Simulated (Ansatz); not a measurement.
H3BClSi, SMILES `[SiH3][B-]Cl` (triplet; the order of the spin states depends on the level) (charge -1, multiplicity 3). This triplet lies 0.07 eV above the relaxed singlet at the level frozen-core CCSD(T)/aug-cc-pVTZ // B3LYP-D3(BJ)/def2-TZVPD (Ansatz, a program for electronic structure); other levels give the other order.

Computed with Ansatz with LC-ωPBE/aug-cc-pVTZ // B3LYP-D3(BJ)/def2-TZVPD.

Ansatz 0.2 input:
```yaml
crystal:
  periodic: [false, false, false]
  atoms:
    - { symbol: Si, position_ang: [-0.548059, -0.005223, -0.061614] }
    - { symbol: B, position_ang: [1.269901, -0.646568, -0.261996] }
    - { symbol: Cl, position_ang: [2.824383, 0.089191, 0.355837] }
    - { symbol: H, position_ang: [-1.522425, -0.928176, -0.732938] }
    - { symbol: H, position_ang: [-1.117464, 0.137085, 1.339838] }
    - { symbol: H, position_ang: [-0.906336, 1.353689, -0.639128] }
basis:
  gaussian: { orbitals: aug-cc-pVTZ }
hamiltonian:
  xc: lc_wpbe
total_charge: -1
magnetization:
  spin_polarized: true
  initial_magnetization: 2
```

Output:

```
Functional definition: LC-wPBE
1105 factors; their error is unknown
531 factors; integrals over basis functions are off by at most 3.5e-5 eV
mean field evaluation 1: about -21117.6313 eV, gradient 1.2e1 eV
mean field evaluation 2: about -21118.9571 eV, gradient 7.5e0 eV
mean field evaluation 4: about -21119.3921 eV, gradient 8.2e-1 eV
mean field evaluation 8: about -21119.4215 eV, gradient 6.5e-2 eV
mean field evaluation 16: about -21119.3974 eV, gradient 3.1e-4 eV
mean field -21119.39736326 eV, -776.1235378582 hartree, gradient 3.0e-5 eV, S^2 2.009285; 0 other end points of the search recorded, 0 dependent functions left out
reference -21119.39736328 eV, -776.1235378588 hartree; 21, 19 occupied and 194, 196 virtual orbitals, 1105 factors
Total energy: -21119.39736328 eV, -776.1235378588 hartree
```
